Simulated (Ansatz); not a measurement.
Reaction (ligand exchange at a B–Cl bond): `OB(Cl)O[SiH3]` + CH₃OH → `COB(O)O[SiH3]` + HCl

Computed with Ansatz on PBE0-D4/def2-TZVP structures; ΔE is electronic, products minus reactants. CBS: MP2 limit from def2 TZ/QZ plus the TZ coupled-cluster correction, frozen cores. This one scheme is used for every species. DFT in def2-TZVPP. One conformer a species, not always the lowest.

```json
{"level": "r2SCAN-D4", "ΔE (kJ/mol)": "-30.3"}
{"level": "ωB97X-V", "ΔE (kJ/mol)": "-30.2"}
{"level": "ωB97M-V", "ΔE (kJ/mol)": "-31.0"}
{"level": "SCS-MP2/def2-QZVPP", "ΔE (kJ/mol)": "-29.9"}
```

Question: What does CCSD(T)/CBS give? (Best estimate.)

Answer: The calculation gave: -31.8 kJ/mol. The listed levels differ from it by 1.5, 1.6, 0.8, 1.9 kJ/mol.

Largest T1 diagnostic among the species: 0.012.
